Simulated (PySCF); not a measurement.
F2Hg, SMILES [F][Hg][F].

Coordinates come from a B3LYP-D3(BJ)/def2-TZVP optimisation. The def2 effective core potentials stand for the cores of Hg; spin–orbit coupling is left out.

Two levels are set side by side: TDA-PBE/def2-TZVPD (PySCF) and TDA-ωB97X/def2-TZVPD (PySCF). Vertical, same geometry. The lowest singlet is HOMO→LUMO 100 % with PBE and HOMO−1→LUMO 96 % with the other functional; states are paired by order. Differences are taken from unrounded values.

```tsv
quantity	TDA-ωB97X
lowest singlet excitation (eV)	6.11
lowest triplet excitation (TDA) (eV)	5.57
```

Problem. What does TDA-PBE give, and how far is it from TDA-ωB97X? (An estimate is asked for; the answer gives what the named calculation found.)

Solution. 
| quantity | TDA-PBE | TDA-PBE minus TDA-ωB97X |
|---|---|---|
| lowest singlet excitation (eV) | 5.00 | -1.12 |
| lowest triplet excitation (TDA) (eV) | 4.44 | -1.13 |

Functionals without exact exchange tend to place singlet excitations lower, as here. Differences between two approximate levels are no errors against the true value.

Rough cost on one machine, each run with all the roots and properties that it gave: TDA-ωB97X against TDA-PBE about 4 times.
